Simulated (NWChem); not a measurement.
System: CH₃O₃Re; SMILES [O]=[Re](=[O])(=[O])[CH3]

The following NWChem deck was run.

```
start job
memory heap 200 mb stack 900 mb global 1100 mb
geometry units angstroms noautoz
  Re     0.000000     0.000000     0.017682
  O     -0.384331     1.604346    -0.469952
  O      1.581570    -0.469333    -0.469952
  O     -1.197239    -1.135013    -0.469952
  C      0.000000     0.000000     2.099158
  H      0.760049     0.720441     2.464257
  H      0.243895    -1.018442     2.464257
  H     -1.003944     0.298002     2.464257
end
basis spherical
  * library def2-svp
end
ecp
  Re library def2-ecp
end
dft
  xc hfexch
  iterations 150
  mulliken
end
task dft energy
```

Excerpt of the output:

```
             Northwest Computational Chemistry Package (NWChem) 7.3.0
             --------------------------------------------------------

 C3  symmetry detected

                             Geometry "geometry" -> ""
                             -------------------------

 Output coordinates in angstroms (scale by  1.889725989 to convert to a.u.)

  No.       Tag          Charge          X              Y              Z
 ---- ---------------- ---------- -------------- -------------- --------------
    1 Re                  75.0000     0.00000000    -0.00000000     0.07523486
    2 O                    8.0000     1.15874025    -1.17429019     0.56286886
    3 O                    8.0000     0.43759502     1.59064359     0.56286886
    4 O                    8.0000    -1.59633526    -0.41635339     0.56286886
    5 C                    6.0000    -0.00000000     0.00000000    -2.00624114
    6 H                    1.0000     1.01331971     0.26437148    -2.37134014
    7 H                    1.0000    -0.73561228     0.74537487    -2.37134014
    8 H                    1.0000    -0.27770743    -1.00974635    -2.37134014

 Effective nuclear repulsion energy (a.u.)     793.7689771705

      Symmetry information
      --------------------

 Group name             C3
 Group number              5
 Group order               3
 No. of unique centers     4

 Summary of "ao basis" -> "ao basis" (spherical)
 ------------------------------------------------------------------------------
       Tag                 Description            Shells   Functions and Types
 ---------------- ------------------------------  ------  ---------------------
 Re                         def2-svp                12       32   6s3p2d1f
 O                          def2-svp                 6       14   3s2p1d
 C                          def2-svp                 6       14   3s2p1d
 H                          def2-svp                 3        5   2s1p

      Symmetry analysis of basis
      --------------------------

        a          39
        e+         32
        e-         32

  Rotation of axis

            General Information
            -------------------
          SCF calculation type: DFT
          Wavefunction type:  closed shell.
          No. of atoms     :     8
          No. of electrons :    48
           Alpha electrons :    24
            Beta electrons :    24
          Charge           :     0
          Spin multiplicity:     1
          Use of symmetry is: on ; symmetry adaption is: on
          Maximum number of iterations: 150
          AO basis - number of functions:   103
                     number of shells:    45
          Convergence on energy requested:  1.00D-06
          Convergence on density requested:  1.00D-05
          Convergence on gradient requested:  5.00D-04

              XC Information
              --------------
                     Hartree-Fock (Exact) Exchange  1.000

      Superposition of Atomic Density Guess
      -------------------------------------

 Sum of atomic energies:        -349.00538179

      Non-variational initial energy
      ------------------------------

 Total energy =    -341.081035
 1-e energy   =    -937.375042
 2-e energy   =     372.795660
 HOMO         =      -0.382393
 LUMO         =      -0.051207

      Symmetry analysis of molecular orbitals - initial
      -------------------------------------------------

  Numbering of irreducible representations:

     1 a           2 e+          3 e-

  Orbital symmetries:

     1 a           2 e+          3 e+          4 a           5 a
     6 e+          7 e+          8 a           9 a          10 e+
    11 e+         12 a          13 e+         14 e+         15 e+
    16 e+         17 a          18 a          19 e+         20 e+
    21 a          22 e+         23 e+         24 a          25 e+
    26 e+         27 a          28 a          29 e+         30 e+
    31 a          32 e+         33 e+         34 e+

     ---------------------------------------------
      Total Density - Mulliken Population Analysis
     ---------------------------------------------

    Atom       Charge   Shell Charges
 -----------   ------   -------------------------------------------------------
    1 Re  15    11.82   0.05 -0.38  1.83  0.53  0.41  0.08  5.51  0.56  0.15  2.50  0.43  0.15
    2 O    8     9.00   1.99  1.15  0.75  3.09  2.00  0.01
    3 O    8     9.00   1.99  1.15  0.75  3.09  2.00  0.01
    4 O    8     9.00   1.99  1.15  0.75  3.09  2.00  0.01
    5 C    6     6.66   1.99  0.95  0.35  2.07  1.28  0.01
    6 H    1     0.84   0.64  0.17  0.03
    7 H    1     0.84   0.64  0.17  0.03
    8 H    1     0.84   0.64  0.17  0.03

   convergence    iter        energy       DeltaE   RMS-Dens  Diis-err
 ---------------- ----- ----------------- --------- --------- ---------
 d= 0,ls=0.0,diis     1   -340.9843526878 -5.64D+02  3.03D-02  4.68D+00
 d= 0,ls=0.0,diis     2   -340.2315891633  7.53D-01  1.89D-02  1.34D+01
 d= 0,ls=0.0,diis     3   -341.4707953164 -1.24D+00  1.12D-03  1.18D-02
 d= 0,ls=0.0,diis     4   -341.4733211782 -2.53D-03  4.36D-04  1.96D-03
 d= 0,ls=0.0,diis     5   -341.4738001531 -4.79D-04  2.60D-04  3.89D-04
  Resetting Diis
 d= 0,ls=0.0,diis     6   -341.4739612547 -1.61D-04  1.99D-04  9.78D-05
 d= 0,ls=0.0,diis     7   -341.4740232332 -6.20D-05  7.20D-05  2.90D-05
 d= 0,ls=0.0,diis     8   -341.4740322709 -9.04D-06  3.48D-05  1.93D-05
 d= 0,ls=0.0,diis     9   -341.4740363707 -4.10D-06  6.38D-05  9.35D-06
 d= 0,ls=0.0,diis    10   -341.4740418829 -5.51D-06  3.94D-05  1.33D-06
 d= 0,ls=0.0,diis    11   -341.4740430774 -1.19D-06  7.47D-06  1.25D-07
 d= 0,ls=0.0,diis    12   -341.4740431497 -7.24D-08  3.73D-06  3.30D-08

         Total DFT energy =     -341.474043149744
      One electron energy =     -938.174228170418
           Coulomb energy =      411.450633338453
    Exchange-Corr. energy =      -38.248796070173
 Nuclear repulsion energy =      223.498347752394

 Numeric. integr. density =        0.000000000000

                  Occupations of the irreducible representations
                  ----------------------------------------------

                     irrep           alpha         beta
                     --------     --------     --------
                     a                10.0         10.0
                     e+               14.0         14.0
                     e-                0.0          0.0

                       DFT Final Molecular Orbital Analysis
                       ------------------------------------

 Vector   22  Occ=2.000000D+00  E=-5.102354D-01  Symmetry=e+
              MO Center= -1.0D-02,  1.5D-01,  4.7D-01, r^2= 3.4D+00
   Bfn.  Coefficient  Atom+Function         Bfn.  Coefficient  Atom+Function
  ----- ------------  ---------------      ----- ------------  ---------------
    52      0.359691  3 O  pz                55      0.282280  3 O  pz
    36     -0.236476  2 O  px                66     -0.232712  4 O  pz
    65     -0.213620  4 O  py                 8      0.186921  1 Re py
    39     -0.184703  2 O  px                69     -0.182629  4 O  pz
    37     -0.176481  2 O  py                68     -0.163511  4 O  py

 Vector   23  Occ=2.000000D+00  E=-5.102354D-01  Symmetry=e+
              MO Center=  1.0D-02, -1.5D-01,  4.7D-01, r^2= 3.4D+00
   Bfn.  Coefficient  Atom+Function         Bfn.  Coefficient  Atom+Function
  ----- ------------  ---------------      ----- ------------  ---------------
    38      0.342024  2 O  pz                50     -0.301529  3 O  px
    66     -0.280978  4 O  pz                41      0.268415  2 O  pz
    53     -0.233175  3 O  px                69     -0.220508  4 O  pz
    65      0.215033  4 O  py                 7      0.186921  1 Re px
    68      0.167711  4 O  py                37     -0.153818  2 O  py

 Vector   24  Occ=2.000000D+00  E=-4.885859D-01  Symmetry=a
              MO Center=  4.5D-14, -5.4D-16, -2.2D-01, r^2= 3.8D+00
   Bfn.  Coefficient  Atom+Function         Bfn.  Coefficient  Atom+Function
  ----- ------------  ---------------      ----- ------------  ---------------
     9      0.278935  1 Re pz                80      0.269922  5 C  pz
    83      0.243469  5 C  pz                77      0.240916  5 C  s
    38     -0.225580  2 O  pz                52     -0.225580  3 O  pz
    66     -0.225580  4 O  pz                41     -0.181675  2 O  pz
    55     -0.181675  3 O  pz                69     -0.181675  4 O  pz

 Vector   25  Occ=0.000000D+00  E= 9.522271D-03  Symmetry=e+
              MO Center=  1.3D-01,  9.6D-02,  6.4D-02, r^2= 2.2D+00
   Bfn.  Coefficient  Atom+Function         Bfn.  Coefficient  Atom+Function
  ----- ------------  ---------------      ----- ------------  ---------------
    17      0.758011  1 Re d -1              55     -0.253251  3 O  pz
    52     -0.243419  3 O  pz               100     -0.226465  8 H  s
    16     -0.218920  1 Re d -2              41      0.201128  2 O  pz
    38      0.193319  2 O  pz                22      0.188148  1 Re d -1
    20      0.186804  1 Re d  2              95      0.179834  7 H  s

 Vector   26  Occ=0.000000D+00  E= 9.522271D-03  Symmetry=e+
              MO Center= -1.3D-01, -9.6D-02,  6.4D-02, r^2= 2.2D+00
   Bfn.  Coefficient  Atom+Function         Bfn.  Coefficient  Atom+Function
  ----- ------------  ---------------      ----- ------------  ---------------
    19      0.758011  1 Re d  1              69     -0.262336  4 O  pz
    66     -0.252151  4 O  pz                90     -0.234577  6 H  s
    20     -0.218920  1 Re d  2              24      0.188148  1 Re d  1
    16     -0.186804  1 Re d -2              41      0.176308  2 O  pz
    67     -0.177016  4 O  px                38      0.169463  2 O  pz

[...]
```

Level: Hartree-Fock/def2-SVP with def2 effective core potentials on Re. All runs use the structure optimised with PBE-D3(BJ)/def2-SVP. Not confirmed as a minimum by frequencies. def2 effective core potentials on Re; no spin-orbit coupling.
